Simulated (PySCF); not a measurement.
## SMILES F[C@@H]1CO[CH2][Ge@H]1[F], C3H6F2GeO

Geometry:
```
atom   x (Å)   y (Å)   z (Å)
  F1   1.779   0.674  -1.360
  C2   1.106   0.614  -0.151
  C3   1.015  -0.827   0.343
  O4  -0.079  -1.505  -0.240
  C5  -1.294  -0.848  -0.008
 Ge6  -0.837   1.076  -0.423
  F7  -1.274   2.076   0.972
  H8   1.662   1.245   0.544
  H9   0.909  -0.816   1.438
 H10   1.902  -1.397   0.062
 H11  -1.603  -0.928   1.045
 H12  -2.042  -1.309  -0.647
 H13  -1.248   1.947  -1.593
```

Method used: TDDFT CAM-B3LYP/def2-SVPD circular dichroism and optical rotation, one conformer, gas phase in PySCF. Geometry: GFN2-xTB.

The calculation is non-relativistic, which matters for the atoms heavier than Zn.

Q: Draw the ECD and absorption spectra from the lowest 8 states, each a Gaussian of half-width 0.25 eV at 1/e height.

A: 
```csv
E (eV),λ (nm),Δε (L mol⁻¹ cm⁻¹),ε (L mol⁻¹ cm⁻¹)
5.47,227,-0.10,9.24
5.62,221,-0.77,71.1
5.77,215,-2.90,266
5.92,210,-5.28,485
6.07,204,-4.68,430
6.22,199,-2.01,188
6.37,195,-0.14,87.9
6.52,190,+2.73,478
6.67,186,+13.05,2240
6.82,182,+30.12,5200
6.97,178,+35.56,6080
7.12,174,+26.02,4090
7.27,171,+14.21,2570
7.42,167,-1.83,2370
7.57,164,-12.75,2120
7.72,161,-11.51,1740
7.87,158,-4.51,2100
```
Δε uses R in velocity form, ε uses f in length form. Only the states computed contribute, so the short-wavelength end is incomplete.
